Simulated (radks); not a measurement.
The numbers below are computed, except where a source is named.
Excited configurations of Sc I: one electron is placed in a higher orbital outside [Ar] 3d1 4s1. The ground configuration is [Ar] 3d1 4s2. Level of theory: scalar-relativistic Kohn-Sham, PBE, spin-polarised, spherical densities, finite nucleus; open shells are filled with parallel spins first; Fermi nuclear charge, rms radius 3.5459 fm (a radial shooting solver on a logarithmic mesh with Libxc functionals). Excitation = E - E(ground); binding = E(ion) - E, where the ion is the core of charge +1; n* = 1/sqrt(2 binding) in atomic units, and the quantum defect is n - n*.

outer orbital  excitation (eV)  binding (eV)     n*  quantum defect  eigenvalue (eV)  <r> (bohr)
4p                       1.966         4.495  1.740           2.260           -2.363       4.634
4f                       5.484         0.977  3.733           0.267           -0.473       16.35
5f                       5.770         0.691  4.438           0.562           -0.404       27.60
6s                       5.120         1.341  3.185           2.815           -0.847       17.07
6p                       5.382         1.079  3.552           2.448           -0.679       20.39
7p                       5.741         0.720  4.348           2.652           -0.476       31.71

Estimate the row for 5p.

Answer. excitation (eV) 4.620; binding (eV) 1.841; n* 2.719; quantum defect 2.281; eigenvalue (eV) -1.094; <r> (bohr) 11.30. The Delta-SCF ionisation energy is 6.461 eV (NIST Atomic Spectra Database: 6.561 eV, measured). Self-interaction in the functional shifts the binding energies and quantum defects, so they are the method's values and not measured ones. Open shells are spherical and high-spin; term and fine-structure splittings are not resolved.
